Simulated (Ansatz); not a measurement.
Molecule: C4H9O, net charge 0, doublet state. It need not be the lowest isomer of its formula. 
Coordinates optimised at B3LYP-D3(BJ)/def2-TZVP (Ansatz, a quantum-chemistry and plane-wave program):
```
C
H 1 1.1036
C 1 1.4867 2 108.69
H 3 1.0812 1 120.80 2 96.20
H 3 1.0824 4 117.89 1 172.66
C 1 1.5278 2 105.42 3 -118.62
H 6 1.0969 1 109.42 2 67.33
H 6 1.0974 7 108.05 1 -118.95
O 6 1.4251 7 110.56 8 -121.54
H 9 0.9619 6 108.87 7 65.20
C 1 1.5304 2 107.63 6 -119.35
H 11 1.0889 1 110.68 2 59.34
H 11 1.0915 12 108.50 1 121.67
H 11 1.0930 12 108.40 13 117.00
```
Charge 0, spin multiplicity 2.

Basis-set convergence of Hartree-Fock and MP2 correlation energies (hartree) with Ansatz. Cores are frozen in the correlated levels unless marked. UHF or UKS for open shells. Spin-orbit coupling is left out. No relativistic terms.

| basis | functions | E(HF) | E(corr, MP2) |
|---|---|---|---|
| cc-pVDZ | 115 | -231.53640 | -0.73439 |
| cc-pVTZ | 276 | -231.60594 | -0.91294 |
| cc-pVQZ | 545 | -231.62221 | -0.97455 |

Extrapolating the two largest sets (X = 3 and 4) as X^-3: E(corr) = (64·(-0.97455) - 27·(-0.91294))/37 = -1.0195 Eh, an estimate of the basis-set limit. The largest set recovers 95.6 % of it, the smallest 72.0 %.
